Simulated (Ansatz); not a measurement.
Input file for Ansatz (a quantum-chemistry and plane-wave program): R-CCSD(T)/def2-TZVPPD on CdFH (SMILES [F][CdH]), atoms moved off the minimum. Elements past Kr take the def2 small-core potentials; no spin–orbit coupling. Files ending in .json are basis or fitting sets from the Basis Set Exchange.

Ansatz 0.2 input:
```yaml
crystal:
  periodic: [false, false, false]
  atoms:
    - {symbol: Cd, position_ang: [-0.00393770, 0.00155261, -0.29299963]}
    - {symbol: H, position_ang: [0.01662946, 0.00747044, -1.88503526]}
    - {symbol: F, position_ang: [0.02713131, 0.00497846, 1.66609513]}
basis:
  gaussian:
    orbitals: def2-TZVPPD.json
magnetization: {spin_polarized: false}
correlation: {method: ccsd_t, electrons: outside_noble_gas}
scf: {lower_state_search: off}
output: {forces: true}
```

The head of its log:

```
WARN ansatz: RAYON_NUM_THREADS=1 ignored (pool sized by the plan → 1); use --threads N
Functional definition: HF
these checks for a lower state are left out or cut short: starts, cluster_reference, orbital_swaps, neighbouring_geometries, increment
integrals: 0.15 GiB planned
742 factors; integrals over basis functions are off by at most 1.1e-3 eV
mean field: 0.20 GiB planned
mean field evaluation 1: about -7261.0274 eV, gradient 3.6e1 eV
mean field evaluation 2: about -7261.0319 eV, gradient 3.6e1 eV
mean field evaluation 4: about -7263.5647 eV, gradient 2.1e0 eV
mean field evaluation 8: about -7263.5880 eV, gradient 1.3e-1 eV
mean field -7263.58808269 eV, -266.9319386021 hartree, gradient 4.0e-6 eV, S^2 0.000000; 0 other end points of the search recorded, 0 dependent functions left out
5 core orbitals not correlated
reference -7263.58808269 eV, -266.9319386021 hartree; 10, 10 occupied and 98, 98 virtual orbitals, 742 factors
densities: 0.75 GiB planned
```

Task: Predict the final total energy.

Result: -267.6440 hartree (reference determinant -266.9319, T1 diagnostic 0.018).
